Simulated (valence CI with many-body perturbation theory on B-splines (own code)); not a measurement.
## Forbidden lines of Ce25+

Method: configuration interaction combined with many-body perturbation theory (CI+MBPT): five valence electrons over a frozen Dirac-Fock core [Ar] 3d10, a basis of 9 s, 9 p, 8 d, 6 f, 3 g, 1 h functions for each j, with the one-electron correlation potential Σ1 (screened to all orders), the two-electron term Σ2, the three-electron term Σ3, Breit, model QED; selected single and double excitations, second order for the rest (own B-spline code, finite nucleus).

No measured spectrum was set against this ion. As an estimate, levels hold to about 250 cm⁻¹ or 0.2 % of their energy and the worst to 1 %, as in measured heavy ions of charge 2 to 7; those with d or f electrons hold less well. Among the levels kept, up to 270 cm⁻¹ of a level comes from second order outside the variational space, and about a tenth of that is noise between levels of different J, which matters for small intervals.

Lines 1 to 21 of 21 in falling wavelength, among levels below 1480800 cm⁻¹, chosen from the decays that carry over 1 % of a level's rate. Wavelengths and rates use the calculated energies, so an error of 2000 cm⁻¹ moves a line at 336.7 nm by 6.7 % and its rate by three times that or more. Electric multipoles are in the length gauge, E1 and E2 with the static RPA response of the core. S is in atomic units (e²a₀⁴ for E2 and M2, e²a₀⁶ for E3), for M1 in squared Bohr magnetons. Weak lines are less certain than strong ones. Lines between different terms over intervals too small for the method are left out, as are lines whose strength nearly cancels.

Levels are named by their leading jj configuration (3d3/2^4 stands for four electrons in 3d with j = 3/2), which in mixed levels can hold well under half, so a name can repeat and another be missing. Letters in brackets count levels of one name in rising energy.

| λ vac (nm) | Upper | Lower | Type | A (s⁻¹) | S (a.u.) |
| --- | --- | --- | --- | --- | --- |
| 336.7 | (4s^2 4p1/2 4p3/2 4d5/2) J=9/2 | (4s^2 4p1/2 4p3/2 4d5/2) J=7/2 [a] | M1 | 8.64e+01 | 1.22e+00 |
| 220.3 | (4s^2 4p1/2 4p3/2 4d5/2) J=9/2 | (4s^2 4p1/2 4p3/2 4d3/2) J=7/2 | M1 | 1.34e+03 | 5.31e+00 |
| 77.93 | (4s^2 4p3/2^2 4d5/2) J=9/2 | (4s^2 4p1/2 4p3/2 4d5/2) J=7/2 [b] | M1 | 2.25e+04 | 3.94e+00 |
| 65.67 | (4s^2 4p1/2 4p3/2 4d5/2) J=9/2 | (4s 4p1/2 4p3/2^3) J=5/2 | E2 | 5.43e+01 | 5.93e-02 |
| 60.20 | (4s^2 4p1/2 4p3/2 4d5/2) J=9/2 | (4s^2 4p1/2^2 4d5/2) J=5/2 | E2 | 1.79e+02 | 1.26e-01 |
| 58.85 | (4s^2 4p1/2 4p3/2^2) J=3/2 | (4s^2 4p1/2^2 4p3/2) J=3/2 | M1 | 1.05e+05 | 3.16e+00 |
| 57.66 | (4s^2 4p3/2^3) J=3/2 | (4s^2 4p1/2 4p3/2^2) J=1/2 | M1 | 2.66e+04 | 7.57e-01 |
| 52.79 | (4s^2 4p3/2^2 4d5/2) J=9/2 | (4s^2 4p1/2 4p3/2 4d5/2) J=9/2 | M1 | 5.59e+04 | 3.05e+00 |
| 50.19 | (4s^2 4p1/2 4p3/2^2) J=5/2 | (4s^2 4p1/2^2 4p3/2) J=3/2 | M1 | 1.97e+04 | 5.55e-01 |
| 50.19 | (4s^2 4p1/2 4p3/2^2) J=5/2 | (4s^2 4p1/2^2 4p3/2) J=3/2 | E2 | 1.14e+03 | 1.95e-01 |
| 47.39 | (4s^2 4p3/2^3) J=3/2 | (4s^2 4p1/2 4p3/2^2) J=5/2 | M1 | 4.34e+04 | 6.85e-01 |
| 47.39 | (4s^2 4p3/2^3) J=3/2 | (4s^2 4p1/2 4p3/2^2) J=5/2 | E2 | 3.12e+03 | 2.66e-01 |
| 45.63 | (4s^2 4p3/2^2 4d5/2) J=9/2 | (4s^2 4p1/2 4p3/2 4d5/2) J=7/2 [a] | M1 | 4.41e+04 | 1.55e+00 |
| 42.59 | (4s^2 4p3/2^2 4d5/2) J=9/2 | (4s^2 4p1/2 4p3/2 4d3/2) J=7/2 | M1 | 1.21e+04 | 3.46e-01 |
| 42.22 | (4s^2 4p1/2 4p3/2^2) J=1/2 | (4s^2 4p1/2^2 4p3/2) J=3/2 | M1 | 9.80e+04 | 5.47e-01 |
| 42.22 | (4s^2 4p1/2 4p3/2^2) J=1/2 | (4s^2 4p1/2^2 4p3/2) J=3/2 | E2 | 1.87e+03 | 4.49e-02 |
| 41.61 | (4s^2 4p3/2^3) J=3/2 | (4s^2 4p1/2 4p3/2^2) J=3/2 | M1 | 1.99e+05 | 2.12e+00 |
| 25.74 | (4s^2 4p1/2 4p3/2 4d5/2) J=9/2 | (4s 4p1/2^2 4p3/2^2) J=5/2 | E2 | 4.15e+02 | 4.18e-03 |
| 17.30 | (4s^2 4p3/2^2 4d5/2) J=9/2 | (4s 4p1/2^2 4p3/2^2) J=5/2 | E2 | 3.71e+03 | 5.13e-03 |
| 12.03 | (4s^2 4p1/2 4p3/2 4d5/2) J=9/2 | (4s^2 4p1/2 4p3/2^2) J=5/2 | M2 | 1.15e+03 | 2.59e-04 |
| 9.702 | (4s^2 4p1/2 4p3/2 4d5/2) J=9/2 | (4s^2 4p1/2^2 4p3/2) J=3/2 | E3 | 4.58e+01 | 1.18e-01 |
